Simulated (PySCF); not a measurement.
This PySCF input asks for the NMR shieldings of `C#[N+][BH2-]OCCCC`, C₅H₁₂BNO; the geometry comes from GFN2-xTB.

```python
import basis_set_exchange as bse
import numpy as np
from pyscf import gto, dft
from pyscf.prop import nmr

atoms = """
C     2.919792    0.877111    1.341305
N     3.328576    0.510798    0.329998
B     2.880271   -0.229906   -1.002141
O     1.508947    0.151974   -1.109433
C     0.603884   -0.277644   -0.158985
C    -0.817936    0.134029   -0.538355
C    -1.835951   -0.316909    0.504607
C    -3.256364    0.078795    0.120735
H     2.631774    1.249965    2.285828
H     3.518091    0.219241   -1.884937
H     3.101982   -1.367702   -0.701077
H     0.657827   -1.370751   -0.020327
H     0.859971    0.181121    0.830503
H    -1.056195   -0.306807   -1.507680
H    -0.850077    1.219328   -0.651892
H    -1.584094    0.126376    1.471841
H    -1.780016   -1.402404    0.614913
H    -3.338781    1.158812    0.023194
H    -3.534162   -0.371508   -0.829329
H    -3.962688   -0.253241    0.878196
"""
names = dict.fromkeys(["C", "N", "B", "O", "H"], "pcSseg-1")
basis = {el: gto.basis.parse(bse.get_basis(n, elements=[el], fmt="nwchem")) for el, n in names.items()}
mol = gto.M(atom=atoms, basis=basis, charge=0, verbose=0)
mf = dft.RKS(mol, xc="PBE0")
mf.grids.level = 2
mf.grids.alignment = dft.numint.BLKSIZE   # the property module wants whole blocks of grid points
mf.conv_tol = 1e-9
mf.kernel()

calc = nmr.RKS(mf)   # GIAO
C = mf.mo_coeff
Co = C[:, mf.mo_occ > 0]
resp = mf.gen_response(singlet=True, hermi=2)
def vind(x):   # induced exchange potential for any number of trial vectors
    d = np.einsum("pi,xij,qj->xpq", C, 2 * x.reshape(-1, C.shape[1], Co.shape[1]), Co, optimize=True)
    return np.einsum("xpq,pi,qj->xij", resp(d - d.transpose(0, 2, 1)), C, Co, optimize=True).ravel()
mo1, _ = nmr.rhf.solve_mo1(calc, with_cphf=vind)
sigma = calc.kernel(mo1)
for i, s in enumerate(sigma):   # ppm
    print("%2d %-2s %9.2f" % (i, mol.atom_pure_symbol(i), np.trace(s) / 3))
```

Q: What are the results?

A: 
```
 0 C      64.81
 1 N      22.51
 2 B     106.15
 3 O     246.56
 4 C     111.88
 5 C     148.01
 6 C     163.32
 7 C     170.00
 8 H      26.65
 9 H      28.48
10 H      28.29
11 H      28.53
12 H      29.01
13 H      29.67
14 H      30.14
15 H      30.50
16 H      30.36
17 H      30.70
18 H      30.62
19 H      30.40
```

These numbers come from an equivalent density-fitted implementation of the same equations, which agrees with the script to about 0.01 ppm for H and up to a few tenths of a ppm for heavy atoms, so last digits may differ.

Size and cost of the density-fitted run: 196 basis functions, 29 s wall time on 1 thread of an Arm Neoverse V1, shared host; peak memory 0.79 GiB.
